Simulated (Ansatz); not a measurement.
TiB₇⁻, relaxed as a singlet with RKS PBE-D4/def2-SVPD in Ansatz, starting from the GFN2-xTB geometry. Force threshold 0.02 eV/Å.

The relaxation made no stability test and no search for a lower SCF solution. The structure comes from a short search, and lower isomers may exist.

Start:

```csv
atom,x (Å),y (Å),z (Å)
Ti1,-0.591,1.162,-1.927
B2,-0.820,-1.331,0.273
B3,1.272,-0.634,0.507
B4,1.702,1.795,-0.739
B5,0.778,-1.036,-1.116
B6,-1.305,0.552,0.945
B7,-0.352,-0.151,0.329
B8,-0.683,-0.357,1.729
```

```tsv
step	energy (eV)	largest force component (eV/Å)	SCF passes
1	-27809.3168	20.627	75
2	-27814.9131	10.100	50
3	-27818.3084	3.577	54
4	-27819.8115	2.870	46
5	-27821.1377	3.032	40
6	-27822.2111	2.655	33
7	-27822.8993	0.855	33
8	-27823.2034	0.924	40
9	-27823.3182	0.959	32
10	-27823.6781	1.458	36
11	-27824.1671	1.912	37
12	-27824.8669	1.591	31
13	-27825.5395	1.581	37
14	-27825.8318	0.813	37
15	-27825.8983	0.294	31
16	-27825.9203	0.272	31
17	-27825.9386	0.090	25
18	-27825.9400	0.051	25
19	-27825.9402	0.031	26
20 (rejected)	-27825.9402	0.025	25
21	-27825.9403	0.004	27
```

Force components are those of the run's own axes.

End:

```csv
atom,x (Å),y (Å),z (Å)
Ti1,-0.5308,1.3825,-1.4005
B2,0.3507,-1.3478,0.8859
B3,1.5152,-0.6250,0.1158
B4,1.2745,0.6922,-0.7432
B5,-0.2240,-0.5613,-0.6946
B6,-1.4971,0.6048,0.2210
B7,0.1902,0.5616,0.5976
B8,-1.0787,-0.7069,1.0181
```

Bonds formed: B2–B3, B2–B5, B3–B4, B4–B5, B4–B7, B5–B6, B5–B8 (atoms count from 1).

No frequencies were taken in this run, so the end may be a saddle point.

Run time 35 s (4 threads of Intel Xeon on a shared host).
